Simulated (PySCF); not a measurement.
# Dipole response of Ar²⁺ (argon, charge +2)

[Ne] 3s2 3p4, high-spin 3P determinant. All numbers are calculated (PySCF 2.14, the spin-free X2C one-electron Hamiltonian (Gaussian nucleus), in dyall-acv3z (19s12p6d4f, 113 functions)). Coupled (time-dependent) response in atomic units; α is the mean over directions.

| method | mean α (bohr³) | α xx, yy, zz | C₆ (like pair) | S(−4) |
| --- | --- | --- | --- | --- |
| PBEsol | 4.830 | 4.850, 4.788, 4.850 | 16.96 | 5.673 |

S(−4) is the Cauchy moment in α(ω) = α(0) + S(−4) ω² + …

α(iu) at PBEsol:

```json
{"u (hartree)": "0", "α(iu) (bohr³)": "4.830"}
{"u (hartree)": "0.0500", "α(iu) (bohr³)": "4.815"}
{"u (hartree)": "0.100", "α(iu) (bohr³)": "4.774"}
{"u (hartree)": "0.200", "α(iu) (bohr³)": "4.614"}
{"u (hartree)": "0.300", "α(iu) (bohr³)": "4.374"}
{"u (hartree)": "0.500", "α(iu) (bohr³)": "3.761"}
{"u (hartree)": "0.750", "α(iu) (bohr³)": "2.972"}
{"u (hartree)": "1.00", "α(iu) (bohr³)": "2.314"}
{"u (hartree)": "1.50", "α(iu) (bohr³)": "1.444"}
{"u (hartree)": "2.00", "α(iu) (bohr³)": "0.9656"}
{"u (hartree)": "3.00", "α(iu) (bohr³)": "0.5184"}
{"u (hartree)": "5.00", "α(iu) (bohr³)": "0.2303"}
```

For an ion, C₆ is the dispersion term alone; charge-induced terms of lower order in 1/R come first.

The components differ because the open shell of this determinant is not spherical; for a pure term their mean is the scalar polarisability.
